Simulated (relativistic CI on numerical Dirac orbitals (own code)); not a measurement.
# Ir3+: 5p photoemission

Computed with this model: Dirac-Coulomb-Breit CI, KLI orbitals optimised for each configuration, model QED, valence Slater integrals scaled by 0.8, multiplet model of photoemission in the sudden approximation; configurations [Xe] 4f14 5d6 → [Kr] 4d10 4f14 5s2 5p5 5d6; 300 K; Lorentzian 1.5 eV and Gaussian 0.6 eV FWHM. Energies are those of the free ion, without screening or charge transfer. The energies are binding energies and can lie tens of eV above those of solids. S is read from ⟨S²⟩ = S(S + 1).

Field parameters in Wybourne normalisation: D3d B²₀ = −7Dσ, B⁴₀ = −14Dq − 21Dτ, B⁴₃ = −14√(10/7) Dq; D4h B²₀ = −7Ds, B⁴₀ = 21(Dq − Dt), B⁴₄ = 21√(5/14) Dq; Oh B⁴₀ = 21Dq, B⁴₄ = √(5/14) B⁴₀; Td as Oh with Dq negative (B⁴₀ = 21Dq, B⁴₄ = √(5/14) B⁴₀). The field is a parameter set, without covalency.

Computed curve for Oh, 10Dq = 27950 cm⁻¹, scaled to 100 at the maximum (points under 2 are left out and the grid is thinned):

Energy (eV), Intensity and a bar:
```
     84.4        2.1 
     85.0        2.5 
     85.4        2.9 
     86.0        3.7 #
     86.4        4.5 #
     87.0        6.1 #
     87.6        8.7 ##
     88.0       11.7 ###
     88.6       19.7 #####
     89.0       30.1 #########
     89.6       61.9 ###################
     90.2       98.9 ##############################
     90.6       93.8 ############################
     91.2       61.3 ##################
     91.8       39.2 ############
     92.2       30.3 #########
     92.8       21.1 ######
     93.2       17.4 #####
     93.8       13.7 ####
     94.4       11.3 ###
     94.8       10.2 ###
     95.4        9.1 ##
     95.8        9.4 ##
     96.4       11.3 ###
     97.0       12.2 ###
     97.4       12.2 ###
     98.0       11.2 ###
     98.4       10.2 ###
     99.0        8.9 ##
     99.6        8.0 ##
    100.0        7.3 ##
    100.6        6.1 #
    101.2        5.3 #
    101.6        4.9 #
    102.2        4.7 #
    102.6        4.8 #
    103.2        5.1 #
    103.8        5.8 #
    104.2        6.8 #
    104.8        9.9 ##
    105.2       14.2 ####
    105.8       27.0 ########
    106.4       39.8 ############
    106.8       35.5 ##########
    107.4       20.1 ######
    107.8       14.0 ####
    108.4       10.5 ###
    109.0       11.9 ###
    109.4       14.8 ####
    110.0       16.9 #####
    110.6       12.1 ###
    111.0        9.1 ##
    111.6        7.6 ##
    112.0        7.9 ##
    112.6        7.2 ##
    113.2        4.7 #
    113.6        3.7 
    114.2        2.9 
    114.6        2.7 
    115.2        2.1
```

The ground state has S = 0.25, and the centroid lies at 96.78 eV.
